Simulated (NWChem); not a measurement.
System: TiHOF₃; SMILES [OH][Ti]([F])([F])[F]

The following NWChem deck was run.

```
start job
memory heap 200 mb stack 900 mb global 1100 mb
geometry units angstroms noautoz
  Ti    -0.007683     0.005373    -0.033954
  F      1.060026    -0.499731     1.238643
  F      0.533138    -0.633357    -1.554779
  F     -1.595400    -0.593467     0.333746
  O     -0.039681     1.748602    -0.120648
  H     -0.229697     2.560883     0.357445
end
basis spherical
  * library def2-svp
end
dft
  xc xcamb88 1.00 lyp 0.81 vwn_5 0.19 hfexch 1.00
  cam 0.33 cam_alpha 0.19 cam_beta 0.46
  iterations 150
  vectors input atomic output neutral.movecs
end
task dft energy
charge 1
dft
  odft
  mult 2
  vectors input atomic output cation.movecs
end
task dft energy
```

All runs use the structure optimised with PBE0/def2-SVP.

Ions are spin-unrestricted doublets at the neutral geometry; other ion states weren't tried.

Q: Predict the main results of this run. (CAM-B3LYP/def2-SVP, vertical spin-unrestricted ions.) Quantities: vertical ionisation energy, ΔSCF (eV); −ε(HOMO) (eV).

A: 
```
Item                                   Result
-------------------------------------  ------
vertical ionisation energy, ΔSCF (eV)   13.06
−ε(HOMO) (eV)                           11.81
```
